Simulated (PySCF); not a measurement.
Compound: C₉H₄O₂.
Cartesian coordinates in Å at the PBE0-D3(BJ)/def2-SVP level; atoms count from 1:
```xyz
15
C9H4O2 angstrom
C     -3.810   -0.997   -2.248
C     -2.614   -0.679   -1.500
C     -1.600   -0.412   -0.876
C     -0.468   -0.117   -0.180
C      0.548    0.143    0.456
C      1.738    0.451    1.109
C      2.181    0.418    2.405
C      3.554    0.906    2.079
O      4.557    1.135    2.681
C      3.082    0.971    0.585
O      3.520    1.274   -0.475
H     -3.704   -0.709   -3.306
H     -4.684   -0.469   -1.833
H     -4.018   -2.078   -2.206
H      1.695    0.130    3.338
```

All values: CAM-B3LYP/def2-SVPD (PySCF, non-relativistic), on one gas-phase PBE0-D3(BJ)/def2-SVP geometry that isn't relaxed in the solvent. The solvent is an IEF-PCM continuum (Bondi radii, 1.10 Å for H, scaled by 1.2), and excitations are vertical TDDFT with non-equilibrium linear response and a frozen core. Specific hydrogen bonds and non-electrostatic terms are outside this model.

Gas-phase singlets (H = HOMO, L = LUMO):

| state | E (eV) | λ (nm) | f | leading configuration |
| --- | --- | --- | --- | --- |
| S1 | 2.930 | 423 | 0.000 | H→L 94% |
| S2 | 3.613 | 343 | 0.000 | H→L+1 73% |
| S3 | 3.874 | 320 | 0.000 | H-2→L 85% |
| S4 | 3.956 | 313 | 0.279 | H-1→L 74% |
| S5 | 4.688 | 264 | 0.000 | H-1→L+2 94% |

Give the list for chloroform (ε = 4.711), n² = 2.09.

```
state  E (eV)  λ (nm)      f  leading configuration  change by rank (eV)
   S1   3.027     410  0.000                H→L 94%               +0.097
   S2   3.708     334  0.000              H→L+1 61%               +0.095
   S3   3.865     321  0.456              H-1→L 80%               -0.009
   S4   3.948     314  0.000              H-2→L 82%               -0.008
   S5   4.695     264  0.000            H-1→L+2 95%               +0.007
```

Give the list for tetrahydrofuran (ε = 7.426), n² = 1.97.

```tsv
state	E (eV)	λ (nm)	f	leading configuration	change by rank (eV)
S1	3.041	408	0.000	H→L 94%	+0.111
S2	3.724	333	0.000	H→L+1 59%	+0.111
S3	3.869	320	0.451	H-1→L 80%	-0.005
S4	3.963	313	0.000	H-2→L 81%	+0.007
S5	4.695	264	0.000	H-1→L+2 95%	+0.007
```

The ground-state energy changes by -0.347 eV from gas to tetrahydrofuran. By how much does the total energy of gas-phase S4 change?

E(S4) = E(S0) + excitation energy, so it changes by -0.347 − 0.087 = -0.434 eV: it is lowered more than the ground state, which is what a red shift means. This is the vertical state, with the slow part of the continuum still set for S0.

How do the frontier levels move from gas to tetrahydrofuran?

```tsv
orbital	gas (eV)	solvent (eV)	change (eV)
LUMO+2	-0.20	-0.03	+0.17
LUMO+1	-0.78	-0.82	-0.04
LUMO	-2.07	-1.97	+0.10
HOMO	-8.42	-8.43	-0.01
HOMO-1	-8.72	-8.57	+0.15
HOMO-2	-9.43	-9.42	+0.01
HOMO-3	-10.83	-10.72	+0.11
```

The HOMO–LUMO gap goes from 6.35 to 6.46 eV. Rows go by rank; for HOMO-2, HOMO-1 and HOMO the atom shares or the degeneracy differ between the runs, so the row needn't follow one orbital.

Time: 2.9 min wall, 2.6 min CPU; peak memory 1.4 GiB. Hardware: one thread of an Intel Xeon at 2.50 GHz, no GPU (shared host). This is the whole response run at CAM-B3LYP/def2-SVPD in tetrahydrofuran, SCF included.
